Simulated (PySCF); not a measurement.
In(F)2(OH) (F2HInO), SMILES [F][In]([OH])[F]. Atoms are numbered in the order given.

```xyz
5

In     0.0155     0.0013     0.0000
F     -1.8786    -0.4901     0.0000
F      1.2772    -1.4808     0.0000
O      0.6028     1.8985     0.0000
H     -0.1693     2.4853     0.0000
```

The structure is a stationary point at B3LYP-D3(BJ)/def2-SVP. The def2 effective core potentials stand for the cores of In; spin–orbit coupling is left out. The values are those of a single conformer.

These are ωB97X/def2-TZVPD (PySCF) values and carry that method's errors.

Symmetry labels are those of the subgroup Cs that the program uses (full group Cs).

List the valence orbital energies around the gap with their symmetry. (An estimate is asked for; the answer gives what the named calculation found.)


```
orbital  symmetry  energy (eV)
-------  --------  -----------
HOMO−7         A'       -15.48
HOMO−6         A'       -14.24
HOMO−5         A"       -13.94
HOMO−4         A'       -13.84
HOMO−3         A"       -13.57
HOMO−2         A'       -13.44
HOMO−1         A'       -12.60
HOMO           A"       -12.24
LUMO           A'        -1.12
LUMO+1         A"         0.54
LUMO+2         A'         1.54
LUMO+3         A'         2.05
```
